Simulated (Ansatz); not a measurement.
Au (SMILES [Au]), doublet (core potentials on Au); Ansatz (a first-principles code) with LC-WPBE/def2-SV(P).

Input for Ansatz:
Ansatz 0.2 input:
```yaml
crystal:
  periodic: [false, false, false]
  atoms:
    - {symbol: Au, position_ang: [0.00000000, 0.00000000, 0.00000000]}
basis:
  gaussian:
    orbitals: def2-SV_P_.json
hamiltonian:
  xc: lc_wpbe
magnetization: {spin_polarized: true, initial_magnetization: 1}
```
The basis file holds def2-SV(P) in the JSON format of the Basis Set Exchange.

The log (banner, timings and long lists left out):

```
Functional definition: LC-wPBE
292 factors; their error is unknown
73 factors; integrals over basis functions are off by at most 6.7e-5 eV
mean field evaluation 1: about -3692.0802 eV, gradient 1.4e1 eV
mean field evaluation 2: about -3692.4899 eV, gradient 1.1e1 eV
mean field evaluation 4: about -3692.9749 eV, gradient 9.1e-2 eV
mean field evaluation 8: about -3692.9680 eV, gradient 1.0e-3 eV
mean field -3692.96802529 eV, -135.7140717458 hartree, gradient 2.3e-5 eV, S^2 0.751382; 0 other end points of the search recorded, 0 dependent functions left out
reference -3692.96802530 eV, -135.7140717460 hartree; 10, 9 occupied and 15, 16 virtual orbitals, 292 factors
Total energy: -3692.96802530 eV, -135.7140717460 hartree
```
